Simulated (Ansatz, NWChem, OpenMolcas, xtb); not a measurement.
## Ligand exchange: In(CH3)2(OH) + HOCN → In(CH3)(OH)2 + C2H3N

Gas-phase species: In(CH3)2(OH), singlet; HOCN (cyanic acid) `N#CO`, singlet; In(CH3)(OH)2, singlet; C2H3N (acetonitrile) `CC#N`, singlet. The partners trade CH3 for OH: In–CH3 and C–OH bonds give way to In–OH and C–CH3.

Shapes, held fixed at every level: PBE0-D4/def2-TZVP. Flexible molecules stand in one conformer, not always the lowest. Programs: Ansatz 0.2.0, NWChem 7.3.0, OpenMolcas 26.06, xtb 6.7.1. A level may come from different programs for different species; with the same settings they agree closely. Electronic energies: no zero-point or thermal term.

Task: Estimate ΔE of this reaction.

Result: The highest level, CCSD(T)/def2-TZVPP, gives ΔE = -130.5 kJ/mol; the levels span -130.5 to +53.2. They disagree on the sign: 1 of 9 are positive. GFN0-xTB strays far from the other rows. The column of differences is taken from that level and isn't an error. No measured value is set beside it here. For atoms past krypton def2 sets carry core potentials with scalar relativity. Outer-core shells of In are correlated, in sets that cover them unevenly.

```csv
level,kind,ΔE (kJ/mol),less CCSD(T)/def2-TZVPP
GFN0-xTB,semi-empirical,+53.2,+183.7
HF/def2-SVP,Hartree–Fock,-127.4,+3.1
SPW92/def2-TZVPP,LDA,-109.5,+21.0
r2SCAN-D4/def2-TZVPP,meta-GGA,-126.6,+3.9
PBE0/def2-SVP,global hybrid,-104.7,+25.8
wB97M-V/def2-TZVPP,range-separated hybrid,-128.5,+2.0
wB97X-V/def2-TZVPP,range-separated hybrid,-130.1,+0.4
CCSD/def2-SVP,coupled cluster or CI,-125.7,+4.8
CCSD(T)/def2-TZVPP,coupled cluster or CI,-130.5,0.0
```
